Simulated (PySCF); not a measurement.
Vertical excitations of a molecule C3H5O, multiplicity 2 from PySCF with TDA-ωB97X/def2-SVPD, as energy in eV (oscillator strength): 1.84 (0.001), 4.60 (0.001), 5.78 (0.003), 6.30 (0.004), 6.59 (0.003), 6.79 (0.006), 7.12 (0.050), 7.35 (0.302), 7.38 (0.004), 7.94 (0.001). Geometry optimised at B3LYP-D3(BJ)/def2-SVP. Other conformers were not sampled.

Problem. Which structure fits?
(A) [CH2]C(C)=O
(B) [CH]=C(C)O
(C) CC[C]=O

Solution. B, [CH]=C(C)O
